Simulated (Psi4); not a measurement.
ClTl, singlet, geometry from GFN2-xTB (such geometries of metal compounds can be far from the true shape) (core potentials on Tl); B3LYP/def2-SVP run with Psi4.

Psi4 was given this input:
```
memory 2 GB

molecule mol {
0 1
  Tl   -0.000000   -0.000000   -0.449804
  Cl    0.000000    0.000000    2.143186
}

set basis def2-svp
set reference rks

energy('b3lyp')
print_variables()
```

What the program printed (banner, timings and long lists left out):

```
   => Loading Basis Set <=

    Name: DEF2-SVP
    Role: ORBITAL
    Keyword: BASIS

    !!!  WARNING: ECP capability is in beta. Please check occupations closely.  !!!

         ---------------------------------------------------------
                                   SCF
               by Justin Turney, Rob Parrish, Andy Simmonett
                          and Daniel G. A. Smith
                              RKS Reference
         ---------------------------------------------------------

  ==> Geometry <==

    Molecular point group: c2v
    Full point group: C_inf_v

    Geometry (in Angstrom), charge = 0, multiplicity = 1:

       Center              X                  Y                   Z               Mass
    ------------   -----------------  -----------------  -----------------  -----------------
         TL           0.000000000000     0.000000000000    -0.377897164420   204.974427800000
         CL           0.000000000000     0.000000000000     2.215092835580    34.968852682000

  Running in c2v symmetry.

  Rotational constants: A = ************  B =      0.08393  C =      0.08393 [cm^-1]
  Rotational constants: A = ************  B =   2516.18774  C =   2516.18774 [MHz]
  Nuclear repulsion =   72.856534043397787

  Charge       = 0
  Multiplicity = 1
  Electrons    = 38
  Nalpha       = 19
  Nbeta        = 19

  ==> Algorithm <==

  SCF Algorithm Type is DF.
  DIIS enabled.
  MOM disabled.
  Fractional occupation disabled.
  Guess Type is SAD.
  Energy threshold   = 1.00e-06
  Density threshold  = 1.00e-06
  Integral threshold = 1.00e-12

  ==> Primary Basis <==

  Basis Set: DEF2-SVP
    Blend: DEF2-SVP
    Number of shells: 18
    Number of basis functions: 44
    Number of Cartesian functions: 47
    Spherical Harmonics?: true
    Max angular momentum: 2

  Core potential: DEF2-SVP
    Number of shells: 4
    Number of ECP primitives: 26
    Number of ECP core electrons: 60
    Max angular momentum: 3

  ==> DFT Potential <==

   => LibXC <=

    Version 7.1.2
    S. Lehtola, C. Steigemann, M. J. T. Oliveira, and M. A. L. Marques,  SoftwareX 7, 1–5 (2018) (10.1016/j.softx.2017.11.002)

   => Composite Functional: B3LYP <=

    B3LYP Hyb-GGA Exchange-Correlation Functional

    P. J. Stephens, F. J. Devlin, C. F. Chabalowski, and M. J. Frisch,  J. Phys. Chem. 98, 11623 (1994) (10.1021/j100096a001)

    Deriv               =              1
    GGA                 =           TRUE
    Meta                =          FALSE

    Exchange Hybrid     =           TRUE
    MP2 Hybrid          =          FALSE

   => Exchange Functionals <=

    0.0800   Slater exchange
    0.7200         Becke 88

   => Exact (HF) Exchange <=

    0.2000               HF

   => Correlation Functionals <=

    0.1900   Vosko, Wilk & Nusair (VWN5_RPA)
    0.8100   Lee, Yang & Parr

   => LibXC Density Thresholds  <==

    XC_HYB_GGA_XC_B3LYP:  1.00E-15

   => Molecular Quadrature <=

    Radial Scheme          =       TREUTLER
    Pruning Scheme         =           NONE
    Nuclear Scheme         =       TREUTLER

    Blocking Scheme        =         OCTREE
    BS radius alpha        =              1
    Pruning alpha          =              1
    Radial Points          =             75
    Spherical Points       =            302
    Total Points           =          41595
    Total Blocks           =            408
    Max Points             =            252
    Max Functions          =             44
    Weights Tolerance      =       1.00E-15

   => Loading Basis Set <=

    Name: (DEF2-SVP AUX)
    Role: JKFIT
    Keyword: DF_BASIS_SCF

  ==> Integral Setup <==

  SCF_SUBTYPE=INCORE selected. In-core MEM_DF algorithm will be used.
  Using in-core AOs.

  ==> MemDFJK: Density-Fitted J/K Matrices <==

    J tasked:                   Yes
    K tasked:                   Yes
    wK tasked:                   No
    Algorithm:                 Core
    Schwarz Cutoff:           1E-12
    Mask sparsity (%):       0.8264
    Fitting Condition:        1E-10

   => Auxiliary Basis Set <=

  Basis Set: (DEF2-SVP AUX)
    Blend: DEF2-UNIVERSAL-JKFIT
    Number of shells: 91
    Number of basis functions: 379
    Number of Cartesian functions: 516
    Spherical Harmonics?: true
    Max angular momentum: 6

  Minimum eigenvalue in the overlap matrix is 3.6366323679E-02.
  Reciprocal condition number of the overlap matrix is 1.2048857635E-02.
    Using symmetric orthogonalization.

  ==> Pre-Iterations <==

  SCF Guess: Superposition of Atomic Densities via on-the-fly atomic UHF (no occupation information).

   -------------------------
    Irrep   Nso     Nmo
   -------------------------
     A1        21      21
     A2         3       3
     B1        10      10
     B2        10      10
   -------------------------
    Total      44      44
   -------------------------

  ==> Iterations <==

                           Total Energy        Delta E     RMS |[F,P]|

   @DF-RKS iter SAD:  -631.57122051982935   -6.31571e+02   0.00000e+00
   @DF-RKS iter   1:  -632.64939485709738   -1.07817e+00   1.36436e-02 DIIS/ADIIS
   @DF-RKS iter   2:  -632.47886821848101    1.70527e-01   2.32451e-02 DIIS/ADIIS
   @DF-RKS iter   3:  -632.71588446552425   -2.37016e-01   4.33430e-03 DIIS/ADIIS
   @DF-RKS iter   4:  -632.72399625263802   -8.11179e-03   9.00204e-04 DIIS/ADIIS
   @DF-RKS iter   5:  -632.72424967902532   -2.53426e-04   2.15958e-04 DIIS/ADIIS
   @DF-RKS iter   6:  -632.72427568397529   -2.60049e-05   4.18551e-05 DIIS
   @DF-RKS iter   7:  -632.72427657468904   -8.90714e-07   5.27315e-06 DIIS
   @DF-RKS iter   8:  -632.72427658549464   -1.08056e-08   7.87052e-07 DIIS
  Energy and wave function converged.

  ==> Post-Iterations <==

   Electrons on quadrature grid:
      Ntotal   =   38.0000026164 ; deviation = 2.616e-06

    Orbital Energies [Eh]
    ---------------------

    Doubly Occupied:

       1A1  -101.425957     2A1    -9.378295     3A1    -7.142716
       1B2    -7.139944     1B1    -7.139944     4A1    -5.027026
       2B1    -3.001380     2B2    -3.001380     5A1    -2.994403
       6A1    -0.732295     7A1    -0.656330     1A2    -0.656329
       3B1    -0.649967     3B2    -0.649967     8A1    -0.643431
       9A1    -0.405890     4B1    -0.259725     4B2    -0.259725
      10A1    -0.258198

    Virtual:

       5B1    -0.073857     5B2    -0.073857    11A1    -0.010324
      12A1     0.145357     6B2     0.172218     6B1     0.172218
      13A1     0.181241     2A2     0.301638    14A1     0.301638
       7B1     0.316275     7B2     0.316275    15A1     0.405025
      16A1     0.659798     3A2     0.849543    17A1     0.849584
       8B2     0.862040     8B1     0.862040    18A1     0.875408
       9B2     0.987351     9B1     0.987351    19A1     1.197733
      10B1    18.684924    10B2    18.684924    20A1    19.099400
      21A1    56.248862

    Final Occupation by Irrep:
             A1    A2    B1    B2
    DOCC [    10,    1,    4,    4 ]
    NA   [    10,    1,    4,    4 ]
    NB   [    10,    1,    4,    4 ]

  @DF-RKS Final Energy:  -632.72427658549464

   => Energetics <=

    Nuclear Repulsion Energy =             72.8565340433977866
    One-Electron Energy =               -1083.5035698487099580
    Two-Electron Energy =                 412.9359016471578911
    DFT Exchange-Correlation Energy =     -35.0131424273402629
    Empirical Dispersion Energy =           0.0000000000000000
    VV10 Nonlocal Energy =                  0.0000000000000000
    Total Energy =                       -632.7242765854945219

Computation Completed

Properties will be evaluated at   0.000000,   0.000000,   0.000000 [a0]

Properties computed using the SCF density matrix

 Multipole Moments:

 ------------------------------------------------------------------------------------
     Multipole            Electronic (a.u.)      Nuclear  (a.u.)        Total (a.u.)
 ------------------------------------------------------------------------------------

 L = 1.  Multiply by 2.5417464519 to convert [e a0] to [Debye]
 Dipole X            :          0.0000000            0.0000000            0.0000000
 Dipole Y            :          0.0000000            0.0000000            0.0000000
 Dipole Z            :        -57.8928078           56.1640546           -1.7287532
 Magnitude           :                                                    1.7287532

 ------------------------------------------------------------------------------------

  Variable Map:
  ----------------------------------------------------------------------------
  "CURRENT ENERGY"              =>    -632.724276585495
  "CURRENT REFERENCE ENERGY"    =>    -632.724276585495
  "DD SOLVATION ENERGY"         =>       0.000000000000
  "DFT FUNCTIONAL TOTAL ENERGY" =>    -632.724276585495
  "DFT TOTAL ENERGY"            =>    -632.724276585495
  "DFT VV10 ENERGY"             =>       0.000000000000
  "DFT XC ENERGY"               =>     -35.013142427340
  "GRID ELECTRONS ALPHA"        =>      19.000001308204
  "GRID ELECTRONS BETA"         =>      19.000001308204
  "GRID ELECTRONS TOTAL"        =>      38.000002616408
  "NUCLEAR REPULSION ENERGY"    =>      72.856534043398
  "ONE-ELECTRON ENERGY"         =>   -1083.503569848710
  "PCM POLARIZATION ENERGY"     =>       0.000000000000
  "PE ENERGY"                   =>       0.000000000000
  "SCF ITERATION ENERGY"        =>    -632.724276585495
  "SCF ITERATIONS"              =>       8.000000000000
  "SCF TOTAL ENERGY"            =>    -632.724276585495
  "TWO-ELECTRON ENERGY"         =>     412.935901647158
  "XC GRID RADIAL POINTS"       =>      75.000000000000
  "XC GRID SPHERICAL POINTS"    =>     302.000000000000
  "XC GRID TOTAL POINTS"        =>   41595.000000000000

  Array Variable Map:
  ----------------------------------------------------------------------------
  "CURRENT DIPOLE"              =>       0.000000000000 ... -1.728753223239 1 by 3
  "SCF DIPOLE"                  =>       0.000000000000 ... -1.728753223239 1 by 3
  "SCF TOTAL ENERGIES"          =>    -631.571220519829 ... -632.724276585495 1 by 9
```
